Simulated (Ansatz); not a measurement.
Input for Ansatz (an electronic-structure program): R-BLYP/def2-TZVPP on BrH2InO (SMILES [OH][InH][Br]), a point of a torsion scan. Elements past Kr take the def2 small-core potentials; no spin–orbit coupling.

Ansatz 0.2 input:
```yaml
crystal:
  periodic: [false, false, false]
  atoms:
    - {symbol: O, position_ang: [-1.34099302, -0.34947580, -0.34124440]}
    - {symbol: In, position_ang: [0.53237347, 0.08061408, -0.10338199]}
    - {symbol: Br, position_ang: [1.89979890, -0.99125904, -1.83293455]}
    - {symbol: H, position_ang: [-1.85810827, -0.79927964, 0.32334994]}
    - {symbol: H, position_ang: [1.09358695, 1.15405070, 1.07907987]}
basis:
  gaussian:
    orbitals: def2-TZVPP
hamiltonian:
  xc: {name: BLYP}
scf: {lower_state_search: off}
```

Q: What total energy does the run end on?

A: -2840.7780 hartree.
